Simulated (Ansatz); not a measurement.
System: SnOH2, charge 0, singlet. SnOH2 (SMILES [OH][SnH]).
B3LYP-D3(BJ)/def2-TZVP minimum from Ansatz (a quantum-chemistry and plane-wave program):
```
O
H 1 0.9631
Sn 1 1.9982 2 114.78
H 3 1.8028 1 94.34 2 0.00
```
Charge 0, spin multiplicity 1.

Property: atomisation energy (electronic, to ground-state atoms), in kcal/mol. Open shells are spin-unrestricted; no spin-orbit coupling. Correlated methods leave the cores frozen (noble-gas shells, and filled d and f shells in the p block). Past Kr the def2 sets carry scalar-relativistic core potentials. CBS(X,Y): correlation extrapolated as X^-3, Hartree-Fock from the larger set. A bracket is a step between two methods taken in the basis named. Where a partner has so few electrons that a lower coupled-cluster level is exact, that level stands in. Spin-orbit terms, left out, reach several kcal/mol for Br and I, and more for heavier atoms.

CCSD(T)/CBS(def2-TZVPP,def2-QZVPP) + [CCSDT(Q) - CCSD(T)]/def2-TZVPP + [CCSDTQ - CCSDT(Q)]/def2-SVP (Ansatz) gives 266.2 kcal/mol.

**Question.** How far off this value is PBE/def2-TZVPD (Ansatz), in which direction, and how far these levels: B3LYP/def2-TZVPD, PBE0/def2-TZVPD, wB97M-V/def2-TZVPD, B2PLYP/def2-TZVPD, CCSD(T)/CBS(def2-TZVPP,def2-QZVPP)?

**Answer.** PBE gives 268.6 kcal/mol, 2.4 kcal/mol above it. Differences of the others: B3LYP/def2-TZVPD (Ansatz) -3.4; PBE0/def2-TZVPD (Ansatz) -9.5; wB97M-V/def2-TZVPD (Ansatz) -2.6; B2PLYP/def2-TZVPD (Ansatz) -5.6; CCSD(T)/CBS(def2-TZVPP,def2-QZVPP) (Ansatz) -0.2 kcal/mol.
